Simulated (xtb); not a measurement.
xtb input (GFN1-xTB):

```bash
xtb mol.xyz --gfn 1 --opt tight --chrg 1 --uhf 0
```
mol.xyz:
```
3

Ga     0.00000000     0.00000000     0.00000000
F      0.00000000     0.00000000     1.67033866
F     -0.00000000    -0.00000000    -1.67033866
```

End of the output:

```
         :::::::::::::::::::::::::::::::::::::::::::::::::::::
         ::                     SUMMARY                     ::
         :::::::::::::::::::::::::::::::::::::::::::::::::::::
         :: total energy             -11.098370930640 Eh    ::
         :: gradient norm              0.000095450779 Eh/a0 ::
         :: HOMO-LUMO gap              4.702721032052 eV    ::
         ::.................................................::
         :: SCC energy               -11.120416271473 Eh    ::
         :: -> electrostatic           0.155487348669 Eh    ::
         :: repulsion energy           0.022360581365 Eh    ::
         :: dispersion energy         -0.000315240532 Eh    ::
         :: halogen bond corr.         0.000000000000 Eh    ::
         :: add. restraining           0.000000000000 Eh    ::
         :: total charge               1.000000000000 e     ::
         :::::::::::::::::::::::::::::::::::::::::::::::::::::

           -------------------------------------------------
          |                Property Printout                |
           -------------------------------------------------

    * Orbital Energies and Occupations

         #    Occupation            Energy/Eh            Energy/eV
      -------------------------------------------------------------
         1        2.0000           -1.1405062             -31.0348
         2        2.0000           -1.1219164             -30.5289
         3        2.0000           -0.8866708             -24.1275
         4        2.0000           -0.8360692             -22.7506
         5        2.0000           -0.8360692             -22.7506
         6        2.0000           -0.8274246             -22.5154
         7        2.0000           -0.8274246             -22.5154
         8        2.0000           -0.8273661             -22.5138 (HOMO)
         9                         -0.6545443             -17.8111 (LUMO)
        10                         -0.4549395             -12.3795
        11                         -0.4549395             -12.3795
        12                         -0.4548270             -12.3765
        13                         -0.4548270             -12.3765
        14                         -0.4107775             -11.1778
        15                         -0.4107775             -11.1778
        16                         -0.3331012              -9.0641
        17                          0.0968648               2.6358
      -------------------------------------------------------------
                  HL-Gap            0.1728218 Eh            4.7027 eV
             Fermi-level           -0.7409552 Eh          -20.1624 eV

  Mulliken/CM5 charges         n(s)   n(p)   n(d)
     1Ga    1.14496  1.18286   0.914  0.674  0.267
     2F    -0.07248 -0.09143   1.786  5.286  0.000
     3F    -0.07248 -0.09143   1.786  5.286  0.000

Wiberg/Mayer (AO) data.
largest (>0.10) Wiberg bond orders for each atom

 ---------------------------------------------------------------------------
     #   Z sym  total        # sym  WBO       # sym  WBO       # sym  WBO
 ---------------------------------------------------------------------------
     1  31 Ga   2.660 --     2 F    1.330     3 F    1.330
     2   9 F    1.498 --     1 Ga   1.330     3 F    0.168
     3   9 F    1.498 --     1 Ga   1.330     2 F    0.168
 ---------------------------------------------------------------------------

Topologies differ in total number of bonds
Writing topology from bond orders to xtbtopo.mol

 dipole moment from electron density (au)
     X       Y       Z
   0.0000   0.0000   0.0000  total (Debye):    0.000

           -------------------------------------------------
          |                Geometry Summary                 |
           -------------------------------------------------

      molecular mass/u    :      107.7198724
   center of mass at/Å    :        0.0000000      -0.0000000       0.0000000
Note: The following floating-point exceptions are signalling: IEEE_UNDERFLOW_FLAG IEEE_DENORMAL
normal termination of xtb
  moments of inertia/u·Å² :        0.1866224E-29   0.1015856E+03   0.1015856E+03
rotational constants/cm⁻¹ :        0.9033015E+31   0.1659451E+00   0.1659451E+00

 * 2 selected distances

     #   Z          #   Z                                           value/Å
     1  31 Ga       2   9 F                                       1.6350931 (min)
     1  31 Ga       3   9 F                                       1.6350931 (max)

 * 1 distinct bonds (by element types)

   Z      Z             #   av. dist./Å        max./Å        min./Å
   9 F   31 Ga          2     1.6350931     1.6350931     1.6350931

optimized geometry written to: xtbopt.xyz

           -------------------------------------------------
          | TOTAL ENERGY              -11.098370930640 Eh   |
          | GRADIENT NORM               0.000095450779 Eh/α |
          | HOMO-LUMO GAP               4.702721032052 eV   |
           -------------------------------------------------

------------------------------------------------------------------------
------------------------------------------------------------------------
 total:
 SCF:
 ANC optimizer:
```

It need not be the lowest isomer of its formula.
